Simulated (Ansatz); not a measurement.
Total energies of `N[Si](O)Br` radical.

```xyz
7

N    -0.872    0.411    0.749
Si    0.314    0.311   -0.464
O     0.224   -1.245   -0.986
Br    2.293    0.832    0.478
H    -1.759   -0.053    0.633
H    -0.921    1.203    1.368
H     0.721   -1.459   -1.778
```

Charge 0, multiplicity 2. Correlated methods include outer-core shells of Br, which these sets cover unevenly. Scalar relativity is left out up to krypton. The geometry is a stationary point of PBE0-D4/def2-TZVP. It is one conformer, not always the lowest. Basis def2-TZVPP, the Gaussian-basis code of Ansatz.

RPA on PBE orbitals: Hartree–Fock energy of these orbitals -2992.52678 Eh, correlation -1.28237 Eh (frozen core).

```csv
functional,energy without D4 (Eh),D4 term (kJ/mol)
PBE,-2994.90909,-16.4
revPBE,-2995.26299,-46.2
BLYP,-2995.58308,-36.0
PBE0,-2995.02767,-13.9
B3LYP,-2995.63776,-26.9
r2SCAN0,-2995.46290,-4.5
HSE06 (plane-wave form),-2995.01972,-13.0
CAM-B3LYP,-2995.67467,-14.2
ωB97X-V,-2995.25908,–
B2PLYP,-2994.99654,–
```

Question: Give the same for LDA (SPW92), r2SCAN, B97M-V, r2SCANh, BHLYP, LC-ωPBE, ωB97M-V, PBE-QIDH. (Best estimate.)

Answer: Ansatz gave: 
```json
{"functional": "LDA (SPW92)", "energy without D4 (Eh)": "-2989.88372", "D4 term (kJ/mol)": "–"}
{"functional": "r2SCAN", "energy without D4 (Eh)": "-2995.48704", "D4 term (kJ/mol)": "-3.7"}
{"functional": "B97M-V", "energy without D4 (Eh)": "-2995.01709", "D4 term (kJ/mol)": "–"}
{"functional": "r2SCANh", "energy without D4 (Eh)": "-2995.47694", "D4 term (kJ/mol)": "-4.0"}
{"functional": "BHLYP", "energy without D4 (Eh)": "-2995.51283", "D4 term (kJ/mol)": "-22.3"}
{"functional": "LC-ωPBE", "energy without D4 (Eh)": "-2995.06429", "D4 term (kJ/mol)": "–"}
{"functional": "ωB97M-V", "energy without D4 (Eh)": "-2995.38234", "D4 term (kJ/mol)": "–"}
{"functional": "PBE-QIDH", "energy without D4 (Eh)": "-2994.61623", "D4 term (kJ/mol)": "–"}
```

B3LYP takes the VWN-RPA correlation (the form of Gaussian; ORCA's B3LYP/G). HSE06 is the plane-wave form, built on full-range PBE exchange. The double hybrids freeze the cores in their second-order part.

LC-ωPBE has ω = 0.4 bohr⁻¹.
